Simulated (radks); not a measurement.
Results of a calculation; reference values are marked as such.
The gadolinium ion Gd8+ is in [Kr] 4d10 4f4 5s2 5p4. Code: a radial shooting solver on a logarithmic mesh with Libxc functionals. Model: scalar-relativistic Kohn-Sham, LDA (Slater exchange, Perdew-Wang correlation), spin-polarised, spherical densities, finite nucleus; Fermi nuclear charge, rms radius of each element as measured or else 0.836 A^(1/3) + 0.57 fm. Open shells are filled with parallel spins first. One electron is removed from 5p, 4f, 5s, 4d in turn, with full relaxation. Which removal costs least, and what does each cost?

Answer. 5p 139.73 eV; 4f 153.14 eV; 5s 168.06 eV; 4d 292.22 eV. The 5p electron leaves first.
